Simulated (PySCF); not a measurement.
## Broadened absorption spectrum of C11H12O2

Species: C₁₁H₁₂O₂.
SMILES: `C(C)OC(=O)/C=C/c1ccccc1`

Method: TDDFT CAM-B3LYP/def2-SVPD, vertical, gas phase, core orbitals frozen in the response (PySCF 2.14.0, density-fitted response routines). One conformer (not necessarily the lowest) at the PBE0-D3(BJ)/def2-SVP geometry, without solvent, vibrations or thermal averaging. Torsions of this conformer, `[CH3:1][CH2:2][O:3][C:4](=[O:5])/[CH:6]=[CH:7]/[c:8]1[cH:9][cH:10][cH:11][cH:12][cH:13]1`: C1–C2–O3–C4 -179°, C2–O3–C4–O5 0°, O3–C4–C6–C7 180°, C6–C7–C8–C9 179°.

Computed states:

```tsv
state	E (eV)	f
S1	4.63	0.708
S2	4.94	0.010
S3	4.97	0.0002
S4	6.11	0.280
S5	6.39	0.228
S6	6.64	0.099
S7	6.83	0.018
S8	6.88	0.0047
S9	6.91	0.0003
S10	7.19	0.0012
```

Broadening: Gaussians 0.3 eV wide at half height, area fixed by f = 4.319×10⁻⁹ ∫ε dν̃. The width is an assumption, not a result. The curve ends short of the highest state used, and states not computed would add to its high-energy end.

(1) What does the envelope look like, and where are its maxima?

(2) Does any computed singlet lie in the visible range?

(3) On this curve, what absorbance would a 10⁻⁵ mol/L sample give at 280 nm over a 1 cm path?

Results:

(1) 
```json
{"E (eV)": "4.18", "ε (L mol⁻¹ cm⁻¹)": "135"}
{"E (eV)": "4.25", "ε (L mol⁻¹ cm⁻¹)": "799"}
{"E (eV)": "4.31", "ε (L mol⁻¹ cm⁻¹)": "2881"}
{"E (eV)": "4.38", "ε (L mol⁻¹ cm⁻¹)": "9722"}
{"E (eV)": "4.45", "ε (L mol⁻¹ cm⁻¹)": "24259"}
{"E (eV)": "4.52", "ε (L mol⁻¹ cm⁻¹)": "44759"}
{"E (eV)": "4.59", "ε (L mol⁻¹ cm⁻¹)": "61076"}
{"E (eV)": "4.66", "ε (L mol⁻¹ cm⁻¹)": "61670"}
{"E (eV)": "4.73", "ε (L mol⁻¹ cm⁻¹)": "46182"}
{"E (eV)": "4.80", "ε (L mol⁻¹ cm⁻¹)": "25861"}
{"E (eV)": "4.87", "ε (L mol⁻¹ cm⁻¹)": "11158"}
{"E (eV)": "4.94", "ε (L mol⁻¹ cm⁻¹)": "4069"}
{"E (eV)": "5.00", "ε (L mol⁻¹ cm⁻¹)": "1724"}
{"E (eV)": "5.07", "ε (L mol⁻¹ cm⁻¹)": "709"}
{"E (eV)": "5.14", "ε (L mol⁻¹ cm⁻¹)": "291"}
{"E (eV)": "5.21", "ε (L mol⁻¹ cm⁻¹)": "99"}
{"E (eV)": "5.28", "ε (L mol⁻¹ cm⁻¹)": "26"}
{"E (eV)": "5.35", "ε (L mol⁻¹ cm⁻¹)": "5"}
{"E (eV)": "5.42", "ε (L mol⁻¹ cm⁻¹)": "1"}
{"E (eV)": "5.49", "ε (L mol⁻¹ cm⁻¹)": "0"}
{"E (eV)": "5.56", "ε (L mol⁻¹ cm⁻¹)": "2"}
{"E (eV)": "5.63", "ε (L mol⁻¹ cm⁻¹)": "23"}
{"E (eV)": "5.69", "ε (L mol⁻¹ cm⁻¹)": "118"}
{"E (eV)": "5.76", "ε (L mol⁻¹ cm⁻¹)": "614"}
{"E (eV)": "5.83", "ε (L mol⁻¹ cm⁻¹)": "2361"}
{"E (eV)": "5.90", "ε (L mol⁻¹ cm⁻¹)": "6719"}
{"E (eV)": "5.97", "ε (L mol⁻¹ cm⁻¹)": "14178"}
{"E (eV)": "6.04", "ε (L mol⁻¹ cm⁻¹)": "22341"}
{"E (eV)": "6.11", "ε (L mol⁻¹ cm⁻¹)": "26893"}
{"E (eV)": "6.18", "ε (L mol⁻¹ cm⁻¹)": "26430"}
{"E (eV)": "6.25", "ε (L mol⁻¹ cm⁻¹)": "24389"}
{"E (eV)": "6.32", "ε (L mol⁻¹ cm⁻¹)": "23982"}
{"E (eV)": "6.38", "ε (L mol⁻¹ cm⁻¹)": "24036"}
{"E (eV)": "6.45", "ε (L mol⁻¹ cm⁻¹)": "22171"}
{"E (eV)": "6.52", "ε (L mol⁻¹ cm⁻¹)": "18407"}
{"E (eV)": "6.59", "ε (L mol⁻¹ cm⁻¹)": "14780"}
```

Maxima: 268 nm (4.63 eV), ε about 64000, made up of S1 (100%); 202 nm (6.13 eV), ε about 27000, made up of S4 (91%); 195 nm (6.36 eV), ε about 24000, made up of S4 (15%) and S5 (82%) (hardly more than a shoulder) (ε in L mol⁻¹ cm⁻¹; maxima over ε = 5, shares over 10%).

(2) No computed singlet lies in the visible range (380 to 750 nm); the lowest, at 268 nm, stands 1.36 eV above its violet end (3.26 eV); a Tamm–Dancoff triplet lies at 425 nm, without intensity as long as spin–orbit coupling is left out.

(3) 280 nm is 4.428 eV, where ε is about 19000 L mol⁻¹ cm⁻¹, so A = ε c l ≈ 0.19 (Beer–Lambert, with the gas-phase spectrum and the assumed width).
